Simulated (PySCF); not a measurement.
## Distorted geometries of Eu(OH)3

Eu(OH)3 (singlet in the valence; each metal's 4f electrons, 6 of them, lie in its core potential, out of spins and levels). PySCF 2.14.0, RKS B3LYP, Eu lcecp-1-SVP with ECP52, O def2-SVP, H def2-SVP; non-relativistic Hamiltonian with scalar-relativistic core potentials where named; density fitting; no spin-orbit coupling. Relaxed geometry:

```xyz
7

Eu    0.0000    0.0000    0.0269
O     2.0922    0.0000    0.1253
H     3.0484    0.0000    0.2036
O    -1.0461    1.8119    0.1253
H    -1.5242    2.6399    0.2036
O    -1.0461   -1.8119    0.1253
H    -1.5242   -2.6400    0.2036
```

Problem. Order these distorted geometries by energy above the relaxed one, lowest first.
A.
```xyz
7

Eu   -0.0676   -0.0480    0.1357
O     2.0732   -0.0408    0.1952
H     3.0299    0.0105    0.0988
O    -1.0546    1.7949    0.1017
H    -1.5105    2.6933    0.2892
O    -0.9730   -1.8070    0.0491
H    -1.4974   -2.6029    0.1439
```
B.
```xyz
7

Eu    0.1043   -0.0438   -0.0344
O     2.0803   -0.0496    0.1022
H     2.9694    0.0755    0.3130
O    -1.0923    1.8925   -0.0147
H    -1.4167    2.5847    0.2983
O    -1.1588   -1.8690    0.1258
H    -1.4862   -2.5902    0.2234
```
C.
```xyz
7

Eu   -0.2089   -0.0485   -0.0275
O     2.0092   -0.1946    0.1837
H     3.1176   -0.1778    0.1650
O    -1.1423    1.9483    0.1319
H    -1.2814    2.5496    0.1866
O    -0.9963   -1.5645    0.2622
H    -1.4978   -2.5126    0.1116
```

Solution. A (0.31 eV), B (2.34 eV), C (10.97 eV).

Problem. Which forces (eV/Å) act in the one that lies 0.31 eV up?

Solution. 
```
Eu   2.37  2.34 -0.01
O   -0.47  0.00 -0.13
H   -0.20 -0.04  0.09
O   -1.48  2.63  0.73
H    1.22 -2.46 -0.65
O   -1.38 -2.26  0.10
H   -0.06 -0.21 -0.14
```
Forces carry noise of the integration grid, about 0.01 to 0.03 eV/Å.

An lcecp potential fixes the number of 4f electrons, so in runs with it no electron can move into or out of that shell.
